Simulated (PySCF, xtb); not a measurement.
CHO2, SMILES [O][C]O (connectivity only; charge and spin as stated), neutral, multiplicity 2. The values are those of a single conformer.

Harmonic wavenumbers (cm⁻¹) from GFN2-xTB run with xtb 6.7.1 at its own minimum, in rising order: 517, 550, 1117, 1210, 1885, 3449.

### Question
What does PBE-D3(BJ)/def2-TZVP (PySCF) give at its own minimum? (An estimate is asked for; the answer gives what the named calculation found.)

### Answer
546, 599, 1058, 1196, 1843, 3665. Paired by order, the mean absolute difference is 68 cm⁻¹ and the zero-point energies are 12.5 and 12.7 kcal/mol.
